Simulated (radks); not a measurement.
Problem. S3+, configuration [Ne] 3s2 3p1. All-electron calculation, non-relativistic Kohn-Sham, exchange-only LDA, spin-polarised, spherical densities, point nucleus; open shells are filled with parallel spins first. Program: a radial shooting solver on a logarithmic mesh with Libxc functionals. Some entries of the table are withheld. Estimate them.

| orbital | occ. | eigenvalue (hartree) | r(max) (bohr) |
|---|---|---|---|
| 1s up | 1 | -89.27967 | 0.06390 |
| 1s down | 1 | -89.27130 | 0.06390 |
| 2s up | 1 | -9.15392 | 0.3909 |
| 2s down | 1 | -9.14350 | 0.3909 |
| 2p up | 3 | -7.21190 | 0.3255 |
| 2p down | 3 | -7.19921 | 0.3256 |
| 3s up | 1 | (1) | 1.344 |
| 3s down | 1 | (2) | 1.341 |
| 3p up | 1 | (3) | (4) |
| 3p down | 0 | (5) | (6) |

Solution. 
(1) 3s up eigenvalue (hartree): -1.89217
(2) 3s down eigenvalue (hartree): -1.82042
(3) 3p up eigenvalue (hartree): -1.46331
(4) 3p up r(max) (bohr): 1.442
(5) 3p down eigenvalue (hartree): -1.39340
(6) 3p down r(max) (bohr): 1.441
